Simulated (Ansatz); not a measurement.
`[OH][Ti]([F])([F])[F]` + H–F → `[F][Ti]([F])([F])[F]` + H₂O at 298.15 K and 1 bar (ligand exchange at a Ti–O bond).

Isolated molecules relaxed with PBE0-D4/def2-TZVP in Ansatz; ΔE leaves out vibrations. CBS: MP2 limit from def2 TZ/QZ plus the TZ coupled-cluster correction, frozen cores. This one scheme is used for every species. For Ti outer-core shells are correlated without core-valence functions, which leaves a few kJ/mol of doubt a bond. Scalar relativity is left out up to krypton. Each species was taken in one conformer, which may not be the lowest.

```tsv
species	CCSD(T)/CBS energy (Eh)	H − E (kJ/mol)	S (J/(mol·K))
`[OH][Ti]([F])([F])[F]`	-1224.33935	72.1	349.6
H–F	-100.39570	33.5	173.6
`[F][Ti]([F])([F])[F]`	-1248.36877	43.2	306.2
H₂O	-76.37941	66.4	188.7
```

H − E and S are ideal-gas, rigid-rotor, harmonic terms from PBE0-D4/def2-TZVP, for one conformer and one mirror image of each species. 1 Eh = 2625.50 kJ/mol, R = 8.31446 J/(mol·K).

Question: By hand: ΔE, ΔH, ΔS and ΔG.

Answer: ΔE = (-1248.36877) + (-76.37941) − (-1224.33935) − (-100.39570) = -0.01313 Eh = -34.5 kJ/mol. Δ(H − E) = 43.2 + 66.4 − 72.1 − 33.5 = 4.0, so ΔH = -30.5 kJ/mol. ΔS = 306.2 + 188.7 − 349.6 − 173.6 = -28.3 J/(mol·K). ΔG = -30.5 − 298.15 × (-28.3)/1000 = -22.1 kJ/mol.

Question: By hand: the equilibrium constant, and the temperature at which ΔG would vanish if ΔH and ΔS stayed fixed.

Answer: log₁₀ K = −ΔG/(RT ln 10) = 3.9. ΔG = 0 at ΔH/ΔS = 1078 K.

ΔH outweighs TΔS. A doubt of 5 kJ/mol in ΔE shifts log₁₀ K by 0.9 here. Other conformers and mirror images would add mixing entropy, several J/(mol·K) or more a flexible species. These are equilibria of isolated gas molecules and say nothing of rates. Largest T1 diagnostic: 0.023 (customary marks: 0.02 for closed shells, 0.045 for open ones).
